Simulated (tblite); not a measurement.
Record of a relaxation.

C5H9FGeS.
Atom-mapped SMILES: `[CH2:1]=[C:2]1[S:3][CH2:4][CH2:5][Ge@H:6]1[CH2:7][F:8]` (hydrogens: H9, H10 on C1; H11, H12 on C4; H13, H14 on C5; H15 on Ge6; H16, H17 on C7)

Computed with GFN2-xTB (tblite), gas phase: L-BFGS steps from a force-field or distance-geometry start until the largest atomic force falls under 0.01 eV/Å. 6 of its 86 geometries are shown.

Step 0: E = -683.8125 eV, largest atomic force 1.331 eV/Å
```
atom  x, y, z in Å  |  force x, y, z in eV/Å
C1     -0.157    2.355   -0.789   -0.848   0.227  -0.329
C2     -0.622    1.273   -0.178   -0.161   0.725  -0.660
S3     -2.255    0.619   -0.434    0.445  -0.101   0.047
C4     -1.666   -1.105   -0.387   -0.034  -1.165   0.513
C5     -0.754   -1.332    0.842   -0.562  -0.866   0.216
Ge6     0.489    0.149    0.884   -0.082   0.216   1.311
C7      2.127   -0.293   -0.076    0.985   0.018   0.460
F8      1.815   -0.754   -1.330    0.145   0.063   0.197
H9     -0.815    2.930   -1.434    0.321   0.075   0.047
H10     0.856    2.684   -0.647    0.031   0.109   0.040
H11    -2.538   -1.801   -0.322    0.460   0.710  -0.170
H12    -1.109   -1.336   -1.311   -0.260   0.271   0.271
H13    -1.362   -1.326    1.776    0.298  -0.310  -0.656
H14    -0.202   -2.294    0.744   -0.667   0.382   0.133
H15     0.749    0.713    2.312    0.043  -0.205  -0.528
H16     2.759    0.610   -0.146   -0.003  -0.492  -0.304
H17     2.677   -1.080    0.486   -0.110   0.343  -0.589
```

Step 17: E = -684.1101 eV, largest atomic force 0.085 eV/Å
```
atom  x, y, z in Å  |  force x, y, z in eV/Å
C1     -0.199    2.435   -0.822   -0.030   0.011   0.022
C2     -0.575    1.300   -0.249   -0.024   0.012  -0.029
S3     -2.186    0.608   -0.453   -0.006  -0.023  -0.034
C4     -1.669   -1.148   -0.344    0.037   0.004  -0.001
C5     -0.801   -1.396    0.880    0.001   0.001  -0.045
Ge6     0.485    0.129    0.911   -0.040  -0.042   0.043
C7      2.198   -0.297   -0.029    0.037  -0.029  -0.052
F8      1.830   -0.759   -1.274    0.017  -0.047  -0.046
H9     -0.852    2.999   -1.466   -0.040   0.035  -0.006
H10     0.789    2.834   -0.656   -0.003  -0.005   0.020
H11    -2.585   -1.739   -0.343    0.016   0.048   0.024
H12    -1.109   -1.358   -1.257   -0.040  -0.016  -0.015
H13    -1.411   -1.429    1.784    0.033   0.034  -0.037
H14    -0.300   -2.358    0.771   -0.013  -0.007   0.048
H15     0.761    0.703    2.282    0.019   0.021   0.048
H16     2.832    0.574   -0.187    0.016   0.061   0.001
H17     2.785   -1.084    0.441    0.019  -0.058   0.059
```

Step 34: E = -684.1279 eV, largest atomic force 0.080 eV/Å
```
atom  x, y, z in Å  |  force x, y, z in eV/Å
C1     -0.253    2.497   -0.775    0.006  -0.032  -0.003
C2     -0.572    1.305   -0.285   -0.022   0.011  -0.022
S3     -2.162    0.584   -0.545    0.011   0.041  -0.016
C4     -1.680   -1.172   -0.364    0.029  -0.025   0.002
C5     -0.801   -1.375    0.858   -0.016  -0.015   0.016
Ge6     0.515    0.121    0.849   -0.064   0.043   0.022
C7      2.252   -0.337   -0.037   -0.019  -0.012  -0.021
F8      1.942   -0.874   -1.266    0.013  -0.023  -0.022
H9     -0.933    3.066   -1.389    0.009   0.004   0.030
H10     0.715    2.933   -0.581   -0.018  -0.010   0.018
H11    -2.615   -1.729   -0.300    0.000   0.013   0.003
H12    -1.163   -1.458   -1.280    0.035   0.011  -0.011
H13    -1.414   -1.323    1.758    0.012  -0.006   0.044
H14    -0.337   -2.360    0.825   -0.003  -0.012  -0.017
H15     0.796    0.686    2.229    0.001   0.017  -0.030
H16     2.880    0.537   -0.215    0.012  -0.003  -0.004
H17     2.823   -1.091    0.507    0.015  -0.001   0.011
```

Step 51: E = -684.1325 eV, largest atomic force 0.029 eV/Å
```
atom  x, y, z in Å  |  force x, y, z in eV/Å
C1     -0.268    2.517   -0.747   -0.002  -0.008  -0.006
C2     -0.583    1.305   -0.306   -0.003   0.013   0.004
S3     -2.161    0.573   -0.585    0.007   0.015  -0.018
C4     -1.674   -1.181   -0.369    0.018  -0.008   0.009
C5     -0.806   -1.370    0.864    0.009   0.005   0.009
Ge6     0.509    0.127    0.824    0.012   0.003   0.008
C7      2.251   -0.361   -0.048    0.004  -0.002  -0.007
F8      1.969   -0.948   -1.260   -0.026  -0.005   0.013
H9     -0.944    3.113   -1.339   -0.016  -0.005   0.002
H10     0.696    2.947   -0.526   -0.003  -0.008   0.007
H11    -2.610   -1.737   -0.310    0.006   0.003  -0.003
H12    -1.140   -1.476   -1.273    0.003   0.008  -0.004
H13    -1.417   -1.312    1.766   -0.004   0.004  -0.001
H14    -0.338   -2.353    0.837   -0.005   0.000  -0.003
H15     0.815    0.744    2.176   -0.005  -0.016  -0.005
H16     2.875    0.511   -0.248    0.005  -0.001  -0.010
H17     2.821   -1.087    0.534    0.000   0.003   0.006
```

Step 68: E = -684.1368 eV, largest atomic force 0.044 eV/Å
```
atom  x, y, z in Å  |  force x, y, z in eV/Å
C1     -0.293    2.555   -0.705   -0.001  -0.007   0.009
C2     -0.582    1.322   -0.303    0.001   0.013  -0.015
S3     -2.129    0.554   -0.645   -0.014   0.039  -0.016
C4     -1.623   -1.188   -0.394    0.012  -0.004  -0.002
C5     -0.796   -1.347    0.871   -0.003   0.002  -0.001
Ge6     0.516    0.152    0.832   -0.003  -0.017   0.015
C7      2.227   -0.400   -0.064   -0.010   0.001  -0.001
F8      1.869   -1.100   -1.196    0.014   0.003   0.012
H9     -0.978    3.149   -1.288    0.001  -0.009  -0.015
H10     0.653    3.003   -0.451    0.000   0.011   0.010
H11    -2.553   -1.754   -0.365    0.012  -0.016   0.022
H12    -1.051   -1.488   -1.273    0.003   0.019  -0.016
H13    -1.435   -1.270    1.752   -0.001  -0.019  -0.002
H14    -0.325   -2.330    0.873   -0.002   0.007   0.032
H15     0.823    0.783    2.178    0.013  -0.024  -0.025
H16     2.844    0.441   -0.386   -0.019   0.001  -0.001
H17     2.825   -1.071    0.555   -0.004   0.001  -0.007
```

Step 85: E = -684.1384 eV, largest atomic force 0.008 eV/Å
```
atom  x, y, z in Å  |  force x, y, z in eV/Å
C1     -0.302    2.569   -0.688   -0.002   0.000   0.007
C2     -0.582    1.331   -0.298    0.001  -0.002   0.000
S3     -2.116    0.550   -0.671    0.000   0.001  -0.004
C4     -1.601   -1.188   -0.404    0.000  -0.002   0.002
C5     -0.799   -1.337    0.878   -0.003  -0.004   0.001
Ge6     0.515    0.157    0.836    0.002  -0.002   0.003
C7      2.210   -0.414   -0.074   -0.003   0.001  -0.001
F8      1.842   -1.162   -1.171    0.000  -0.001  -0.008
H9     -0.983    3.153   -1.285    0.003   0.000   0.000
H10     0.631    3.033   -0.411    0.004  -0.002  -0.002
H11    -2.524   -1.766   -0.389    0.001  -0.001  -0.003
H12    -1.009   -1.483   -1.273   -0.001   0.003   0.002
H13    -1.455   -1.255    1.745   -0.004   0.006   0.002
H14    -0.328   -2.319    0.901    0.001  -0.005   0.006
H15     0.857    0.780    2.175   -0.006  -0.001  -0.002
H16     2.809    0.420   -0.440    0.003   0.003  -0.002
H17     2.827   -1.056    0.558    0.005   0.005  -0.001
```

Question: Summarise the path.

Answer: The energy falls by 7.52 kcal/mol from step 0 to step 85; nine tenths of that is first reached at step 15. It falls at every step. The largest force goes from 1.331 to 0.008 eV/Å. Among the bonds C2–Ge6 changes most, from 1.904 to 1.966 Å; the atoms move by 0.245 Å rms after alignment.

Question: Follow the three bonds and two angles with the largest change from start to end.

Answer: 
```csv
step,E above end (kcal/mol),largest force (eV/Å),C2–Ge6 (Å),Ge6–C7 (Å),C5–Ge6 (Å),C2–S3–C4 (°),C1–C2–Ge6 (°)
0,7.52,1.331,1.904,1.949,1.934,92.7,122.2
4,2.37,0.386,1.950,1.996,1.965,95.1,124.3
7,1.23,0.240,1.955,1.997,1.982,95.8,125.7
11,0.92,0.126,1.971,2.008,1.996,95.6,125.9
15,0.72,0.095,1.960,2.002,1.988,96.2,127.4
18,0.62,0.080,1.962,2.001,1.998,96.5,128.0
22,0.54,0.091,1.965,2.008,1.992,96.7,128.8
26,0.45,0.090,1.965,2.002,1.994,97.0,128.7
30,0.30,0.074,1.965,2.008,1.992,97.9,128.6
33,0.26,0.075,1.967,2.005,1.991,98.0,128.5
37,0.21,0.064,1.966,2.008,1.994,98.1,128.0
41,0.18,0.038,1.967,2.008,1.992,98.0,127.7
44,0.16,0.060,1.968,2.005,1.992,98.1,127.5
48,0.15,0.055,1.964,2.009,1.991,98.1,127.6
52,0.13,0.030,1.966,2.007,1.993,98.1,127.3
55,0.13,0.044,1.966,2.007,1.993,98.1,127.3
59,0.11,0.052,1.963,2.006,1.993,98.1,127.4
63,0.08,0.045,1.966,2.006,1.991,98.0,127.0
67,0.04,0.042,1.965,2.009,1.992,98.3,127.3
70,0.03,0.040,1.965,2.008,1.992,98.3,127.4
74,0.01,0.025,1.966,2.008,1.988,98.3,127.4
78,0.01,0.020,1.966,2.007,1.990,98.3,127.4
81,0.00,0.017,1.967,2.007,1.989,98.2,127.5
85,0.00,0.008,1.966,2.007,1.990,98.3,127.5
```

The cost below is that of the whole relaxation. Hardware: an Arm Neoverse V1 with one thread, no GPU, shared host with 64 logical CPUs at a one-minute load of 42. Cost: 0.68 s of wall time.
